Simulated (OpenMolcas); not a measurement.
Mn3+, Tc3+, Re3+: d⁴ down the group

```json
{
 "Program": "OpenMolcas",
 "Method": "CASSCF",
 "Basis": "ANO-R3",
 "Scalar Hamiltonian": "X2C, finite nucleus",
 "Spin-orbit coupling": "state interaction with AMFI integrals over the reference wave functions, term energies averaged over their components"
}
```

Active space for each ion: 4 electrons in 5 orbitals (d).

Computed levels in cm-1 above ⁵D₀:

```json
{"Level": "⁵D₁", "Mn3+": "100", "Tc3+": "318", "Re3+": "2496"}
{"Level": "⁵D₂", "Mn3+": "297", "Tc3+": "888", "Re3+": "5203"}
{"Level": "⁵D₃", "Mn3+": "583", "Tc3+": "1642", "Re3+": "7696"}
{"Level": "⁵D₄", "Mn3+": "949", "Tc3+": "2531", "Re3+": "9867"}
{"Level": "³H₄", "Mn3+": "23774", "Tc3+": "18169", "Re3+": "19225"}
{"Level": "³H₅", "Mn3+": "23983", "Tc3+": "18895", "Re3+": "23237"}
{"Level": "³H₆", "Mn3+": "24219", "Tc3+": "19564", "Re3+": "25198"}
{"Level": "³P₀(1)", "Mn3+": "25621", "Tc3+": "18368", "Re3+": "17808"}
{"Level": "³P₁(1)", "Mn3+": "26217", "Tc3+": "20116", "Re3+": "23864"}
{"Level": "weight of ⁵D in the lowest level (%)", "Mn3+": "100", "Tc3+": "99", "Re3+": "79"}
```

Mixed levels, with the weight of the term that names them: Re3+ ³H₄ (63 %), Re3+ ³P₀(1) (67 %).

Measured, with the error of the calculation in %. Measured levels: Mn3+ from Corliss and Sugar, J. Phys. Chem. Ref. Data 6, 1253 (1977); Re3+ from the list in Brasseur, Gamrath and Quinet, At. Data Nucl. Data Tables 157, 101636 (2024).

| Level | Mn3+ | Re3+ |
| --- | --- | --- |
| ⁵D₁ | 99.0 (+1.5) | 3084 (-19.1) |
| ⁵D₂ | 287 (+3.6) | 5979 (-13.0) |
| ⁵D₃ | 552 (+5.6) | 8350 (-7.8) |
| ⁵D₄ | 886 (+7.2) | 10121 (-2.5) |
| ³H₄ | 21281 (+11.7) | 16946 (+13.4) |
| ³H₅ | 21475 (+11.7) | 20930 (+11.0) |
| ³H₆ | 21679 (+11.7) | 22896 (+10.1) |
| ³P₀(1) | 20654 (+24.0) |  |
| ³P₁(1) | 21279 (+23.2) | 19340 (+23.4) |

The fine-structure level ⁵D₄ changes by a factor of 10.4 from Mn3+ to Re3+.

Without spin-orbit coupling ³H lies 23458, 17505, 16445 cm-1 above ⁵D in that order; the difference to the level ³H₄, of either sign, comes from spin-orbit coupling, which also lowers the zero.

Without dynamic correlation excited terms often stand tens of per cent too high (terms of higher spin than the ground term too low), and those without a measured partner can miss by more than the paired ones. Some levels mix across a computed gap that differs much from the measured one, so their mixing is not that of the real levels (holds for Re3+). Measured partners are found by configuration, term and J. A level has none where our copy of the source lacks it or the pairing is in doubt (some pairs that miss far off the trend of their configuration count as doubtful), and it then counts in no deviation. Only configurations of the active space appear.

A number in round brackets counts repeated terms of one configuration in the order of the reference energies.
